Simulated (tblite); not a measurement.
Compound: CH₈N₂OSi₂.
Z-matrix (Å and degrees, GFN2-xTB geometry), rows numbered from 1:
```
N 
Si  1  1.7410
Si  2  2.3067  1  101.45
N   3  1.7792  2  105.37  1  -173.27
C   4  1.3328  3  122.04  2     0.08
O   5  1.2117  4  124.76  3    -0.66
H   1  1.0071  2  117.97  3   170.72
H   1  1.0072  2  119.84  3   -52.80
H   2  1.4611  1  101.05  3  -120.49
H   2  1.4729  1  111.84  3   121.04
H   3  1.4730  2  121.84  1   -59.72
H   3  1.4769  2  120.21  1    73.90
H   4  1.0066  3  121.34  2   179.22
H   5  1.1063  4  114.53  3   179.28
```

Level: GFN2-xTB in tblite, geometry and Hessian alike; calculated harmonic values, unscaled, isolated species. This tight-binding method is rough: wavenumbers can miss measured ones by several per cent, in bad cases by 10 to 20. Modes of hydrogen on silicon can be 10 to 20 % off. One conformer, not necessarily the lowest.

Harmonic wavenumbers (cm⁻¹): 50.0, 122.7, 138.8, 175.6, 230.3, 235.2, 258.3, 352.5, 456.8, 468.5, 555.6, 591.2, 626.2, 639.3, 672.5, 687.9, 725.8, 766.3, 795.1, 826.3, 840.2, 849.5, 935.5, 1184.1, 1362.2, 1387.0, 1552.4, 1731.5, 2121.7, 2140.2, 2172.5, 2252.8, 2769.8, 3467.9, 3477.4, 3506.5.

A = 3970, B = 1576, C = 1161 MHz; mass 120.018 u (most abundant isotopes); point group C1, symmetry number 1.

Question: Zero-point energy?

Answer: Half the sum of the wavenumbers: 20563 cm⁻¹ = 58.79 kcal/mol.

Question: Entropy at 350 K, 1 bar (ideal gas, RRHO, classical rotation)?

Answer: Translation 41.08, rotation 28.66, vibration 29.87: S = 99.6 cal/(mol K).

Question: And Cp and H(350 K) − H(0)?

Answer: Cp = 39.85 cal/(mol K), of which vibrations give 31.90 (their classical limit is 36 R = 71.5); H(350 K) − H(0) = 8.48 kcal/mol without the zero-point energy, 5.69 from vibrations.

Question: Blend soft modes into free rotors: weight 1/[1 + (100 cm⁻¹/ν̃)⁴] for the oscillator and the rest for a rotor with moment μB/(μ + B), μ = h/(8π²ν), B = 10⁻⁴⁴ kg m². What vibrational entropy results?

Answer: 28.25 cal/(mol K) in place of 29.87, which changes −T·S at 350 K by +0.57 kcal/mol.

Question: Which modes carry the vibrational entropy at 350 K?

Answer: 50.0 cm⁻¹: 5.13; 122.7 cm⁻¹: 3.37; 138.8 cm⁻¹: 3.13; 175.6 cm⁻¹: 2.68; 230.3 cm⁻¹: 2.17; 235.2 cm⁻¹: 2.13 cal/(mol K); the other 30 give 11.26 together.

Question: How do the functions run with temperature in this model?

Answer: 
| T (K) | S (cal/(mol K)) | Cp (cal/(mol K)) | H − H(0) (kcal/mol) | G − H(0) (kcal/mol) | ln q(vib) |
| --- | --- | --- | --- | --- | --- |
| 100 | 66.1 | 17.1 | 1.19 | -5.42 | 1.19 |
| 200 | 81.0 | 27.1 | 3.40 | -12.80 | 3.35 |
| 300 | 93.8 | 36.1 | 6.57 | -21.55 | 5.67 |
| 500 | 115.4 | 48.4 | 15.14 | -42.54 | 10.29 |
| 800 | 140.6 | 58.9 | 31.39 | -81.11 | 16.62 |
| 1000 | 154.3 | 63.5 | 43.65 | -110.64 | 20.38 |

q(vib) and H(0) count from the zero-point level.

Question: What must be added to the electronic energy to get the Gibbs energy at 350 K and 1 bar?

Answer: ZPE + [H(350 K) − H(0)] − T·S = 58.79 + 8.48 − 34.87 = 32.40 kcal/mol.

Hindered rotation and anharmonicity are outside this model. Other conformers, if any are populated, would add a mixing term that is left out. The structure is chiral; the term R ln 2 for an equal mix with its mirror image is left out.
